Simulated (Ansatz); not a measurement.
Consider the substitution at a C–C bond: `C=CCCCCCCCC` + HCl → `CCCCCCl` + `C=CCCC`.

Gas-phase electronic energies from Ansatz, PBE0-D4/def2-TZVP geometries. CCSD(T)/CBS is the MP2 limit (def2-TZVPP, def2-QZVPP) plus CCSD(T) − MP2 in def2-TZVPP, frozen cores. This one scheme is used for every species. DFT in def2-TZVPP. Each species was taken in one conformer, which may not be the lowest.

(1) Is it downhill or uphill in electronic energy at CCSD(T)/CBS, and by how much? (Best estimate.)

(2) What do these levels give: r2SCAN, HF/def2-TZVPP, MP2/def2-TZVPP, SCS-MP2/def2-TZVPP, CCSD/def2-TZVPP, SCS-MP2/def2-QZVPP? (Best estimate.)

Largest T1 diagnostic among the species: 0.009.

## Answers

(1) Computed: Nearly level: ΔE = 0.00 eV.

(2) Computed: r2SCAN -0.12, HF/def2-TZVPP -0.32, MP2/def2-TZVPP 0.06, SCS-MP2/def2-TZVPP -0.02, CCSD/def2-TZVPP 0.01, SCS-MP2/def2-QZVPP -0.04 eV.

The D4 term adds +0.21 eV with B3LYP and +0.14 eV with PBE0; it sums over pairs of atoms, weighted by their polarisabilities, and B3LYP, whose exchange is more repulsive, gets the larger term. In def2-TZVPP, CCSD(T) changes the Hartree–Fock value by +0.36 eV (the triples alone add +0.03 eV) and MP2 by +0.37 eV.

B3LYP here is the variant with VWN-RPA as its local correlation; programs differ in this.
